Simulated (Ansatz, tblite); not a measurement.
Removing an electron: [MoO3Cl]- (MoClO₃⁻). The state is a singlet with charge -1. Geometry: r2SCAN-D4/def2-SVPD. Ansatz, gas phase; energy differences of separate SCF runs; the oxidised species was run as a doublet alone.

```
atom   x (Å)   y (Å)   z (Å)
 Mo1   0.105  -0.056  -0.052
  O2   1.340   1.132  -0.263
  O3   0.675  -1.301   0.999
  O4  -0.308  -0.737  -1.583
 Cl5  -1.811   0.961   0.899
```

In the def2 sets Mo takes a core potential; there is no spin–orbit coupling. The xTB rows come from tblite. HOMO above LUMO, or a gap near zero within one spin, warns that the state may not be the lowest or that an electron is smeared out.

```
               level  −HOMO (eV)  vertical IE (eV)  −LUMO (eV)  HOMO–LUMO gap (eV)                                  remarks
            GFN2-xTB        6.87             10.25        2.70                4.17                                        –
   PBE-D4/def2-TZVPD        2.12              5.29       -2.22                4.34  gap within one spin near zero (doublet)
r2SCAN-D4/def2-TZVPD        2.45              5.42       -2.30                4.75                                        –
```

Task: Estimate the rows for GFN1-xTB, PBE0-D4/def2-TZVPD.

Result: 
```tsv
level	−HOMO (eV)	vertical IE (eV)	−LUMO (eV)	HOMO–LUMO gap (eV)
GFN1-xTB	7.77	11.13	2.64	5.13
PBE0-D4/def2-TZVPD	3.70	5.61	-2.96	6.66
```

Relaxing the oxidised species (r2SCAN-D4/def2-SVPD) changes its energy by -0.07 eV at PBE-D4/def2-TZVPD, so the adiabatic ionisation energy to this nearest minimum is 5.22 eV. At PBE0-D4/def2-TZVPD it is 5.28 eV.    Raw xTB energy differences between charge states are shifted by several eV; the methods need an empirical correction for them.
